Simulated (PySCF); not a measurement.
# Unknown compound

The spectra below were simulated for a compound C2H6FNSi.

$^{1}$H NMR (400 MHz, computed): δ 8.85 (m, 1H), 8.64 (m, 1H), 5.35 (m, 1H), 0.36 (m, 3H).

$^{13}$C{$^{1}$H} NMR (computed): δ 173.8, -1.4.

[PySCF 2.14: NMR shieldings at PBE0/pcSseg-1/GIAO; coordinates at the GFN2-xTB level; no relativistic terms; no solvent; single conformer; equivalent nuclei averaged]

References, each an isolated molecule treated in the same way: $^{1}$H and $^{13}$C vs TMS.

Problem. What is the structure?

Solution. 
1. Rings plus π bonds: 1 (no ring in the answer).
2. 2 carbon signals for 2 carbons: no two carbons are equivalent.
3. Carbon types of the structure: 1 × CH2, 1 × CH3, leaving 1 H on heteroatoms.
4. δC 173.8: C=N carbon.
5. δC -1.4: methyl carbon bonded to Si; an electropositive neighbour leaves it electron-rich and shielded.
6. δH 8.85, 8.64: hydrogen on a C=N carbon.
7. δH 5.35: hydrogen on a silicon bonded to C, F, N.
8. δH 0.36: hydrogen on a methyl carbon bonded to Si; an electropositive neighbour shields it, as in TMS itself.

Structure: SMILES [Si@H](N=C)(C)F.

The shifts were computed for this structure. Such data don't tell enantiomers apart.

Splittings by $^{19}$F in the carbon and heteronuclear signals aren't shown, as no couplings were computed. Shifts are as computed. Against solution values, carbons near 30 ppm lie about +3 ppm off and those near 130 ppm about +5 ppm (rms about the fit 2.1 ppm; single classes can miss by 10 ppm). Of 1328 compounds with measured shifts, 309 miss one by over three times the rms of a fit or turn the order of signals round; such compounds aren't used in these exercises. Signals without a measured value on file couldn't be tested in this way; 1H shifts scatter by 0.2 ppm about their fit, and single ones miss by 0.5 ppm. No couplings were computed; multiplicities are counted from neighbouring protons, with m where these are inequivalent, close in shift, in a saturated or five-membered ring or joined by F or P, and br s for small geminal =CH2 splittings.
